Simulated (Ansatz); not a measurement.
Reactions of C3H4F2O, SMILES `C=CC(O)(F)F`.

Isolated molecules relaxed with PBE0-D4/def2-TZVP in Ansatz; ΔE leaves out vibrations. CCSD(T)/CBS is the MP2 limit (def2-TZVPP, def2-QZVPP) plus CCSD(T) − MP2 in def2-TZVPP, frozen cores. This one scheme is used for every species. DFT in def2-TZVPP. For Ge outer-core shells are correlated without core-valence functions, which leaves a few kJ/mol of doubt a bond. Scalar relativity is left out up to krypton. One conformer a species, not always the lowest.

| reaction | PBE-D4 (kJ/mol) | PBE0-D4 (kJ/mol) | CCSD(T)/CBS(def2) (kJ/mol) |
| --- | --- | --- | --- |
| `C=CC(O)(F)F` + `O[SiH2][SiH3]` → `C=C[SiH2][SiH2]O` + `OC(F)F` | -19 | -19 | -19 |
| `C=CC(O)(F)F` + GeH₄ → `O[C](F)(F)[GeH3]` + `C=C` | 30 | 36 | 33 |
| `C=CC(O)(F)F` + `F[SiH](F)S[SiH3]` → `C=C[SiH2]S[SiH](F)F` + `OC(F)F` | -31 | -31 | -29 |
| `C=CC(O)(F)F` + H₂ → `OC(F)F` + `C=C` | -35 | -39 | -38 |
| `C=CC(O)(F)F` + H₂ → `C=CC(F)F` + H₂O | -30 | -33 | -40 |

Largest T1 diagnostic: 0.012, for `O[C](F)(F)[GeH3]`.
